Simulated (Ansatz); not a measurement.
Relaxation of CH₈B₂N₂Si (14 atoms, charge 0, multiplicity 1), to a largest force component of 0.015 eV/Å in at most 40 steps.

These are results of RKS PBE/def2-SVP in Ansatz 0.2.0, not measurements.

```xyz
14
Properties=species:S:1:pos:R:3
B 0.105 -2.207 0.411
Si 0.193 -0.232 0.324
N 1.168 0.512 1.595
B -1.352 0.740 -0.035
C -0.665 1.046 -1.449
N 0.622 0.388 -1.279
H 0.266 -2.798 -0.573
H -0.348 -2.662 1.358
H 0.783 0.244 2.563
H 2.142 0.057 1.579
H -2.469 0.968 0.511
H -1.210 0.630 -2.270
H -0.588 2.178 -1.582
H 1.340 1.107 -1.125
```

**Question.** Where does it end, and by what steps?

**Answer.** The run converged. After 37 steps the energy has fallen by 2.541 eV; H8 moved furthest, 2.17 Å. Joined: B1–N6.

```json
{"step": "0", "energy less start (eV)": "0.0000", "largest force component (eV/Å)": "3.467", "accepted": "yes"}
{"step": "2", "energy less start (eV)": "-0.8186", "largest force component (eV/Å)": "0.586", "accepted": "yes"}
{"step": "4", "energy less start (eV)": "-0.9837", "largest force component (eV/Å)": "0.430", "accepted": "yes"}
{"step": "6", "energy less start (eV)": "-1.0907", "largest force component (eV/Å)": "0.402", "accepted": "yes"}
{"step": "8", "energy less start (eV)": "-1.1475", "largest force component (eV/Å)": "0.357", "accepted": "yes"}
{"step": "10", "energy less start (eV)": "-1.1757", "largest force component (eV/Å)": "0.100", "accepted": "yes"}
{"step": "12", "energy less start (eV)": "-1.1973", "largest force component (eV/Å)": "0.225", "accepted": "yes"}
{"step": "14", "energy less start (eV)": "-1.2340", "largest force component (eV/Å)": "0.154", "accepted": "yes"}
{"step": "16", "energy less start (eV)": "-1.2481", "largest force component (eV/Å)": "0.087", "accepted": "yes"}
{"step": "18", "energy less start (eV)": "-1.2725", "largest force component (eV/Å)": "0.206", "accepted": "yes"}
{"step": "20", "energy less start (eV)": "-1.3411", "largest force component (eV/Å)": "0.395", "accepted": "yes"}
{"step": "22", "energy less start (eV)": "-1.5674", "largest force component (eV/Å)": "0.710", "accepted": "yes"}
{"step": "24", "energy less start (eV)": "-2.1653", "largest force component (eV/Å)": "1.497", "accepted": "yes"}
{"step": "26", "energy less start (eV)": "-2.4672", "largest force component (eV/Å)": "0.805", "accepted": "yes"}
{"step": "28", "energy less start (eV)": "-2.5300", "largest force component (eV/Å)": "0.341", "accepted": "yes"}
{"step": "30", "energy less start (eV)": "-2.5324", "largest force component (eV/Å)": "0.291", "accepted": "no"}
{"step": "32", "energy less start (eV)": "-2.5389", "largest force component (eV/Å)": "0.071", "accepted": "yes"}
{"step": "34", "energy less start (eV)": "-2.5411", "largest force component (eV/Å)": "0.028", "accepted": "yes"}
{"step": "36", "energy less start (eV)": "-2.5414", "largest force component (eV/Å)": "0.017", "accepted": "yes"}
{"step": "37", "energy less start (eV)": "-2.5414", "largest force component (eV/Å)": "0.012", "accepted": "yes"}
```

```xyz
14
Properties=species:S:1:pos:R:3
B 0.240 -1.565 -0.432
Si 0.004 -0.106 1.023
N 1.265 0.266 2.135
B -1.370 1.037 0.218
C -0.960 0.567 -1.251
N 0.323 -0.144 -0.990
H 1.336 -2.079 -0.262
H -0.735 -2.232 -0.732
H 1.533 1.211 2.412
H 1.868 -0.456 2.531
H -2.253 1.813 0.521
H -1.671 -0.044 -1.854
H -0.759 1.501 -1.828
H 1.164 0.203 -1.461
```

Run time: 120 s on 2 threads of Arm Neoverse V1, on a shared host, peak memory 0.17 GiB.
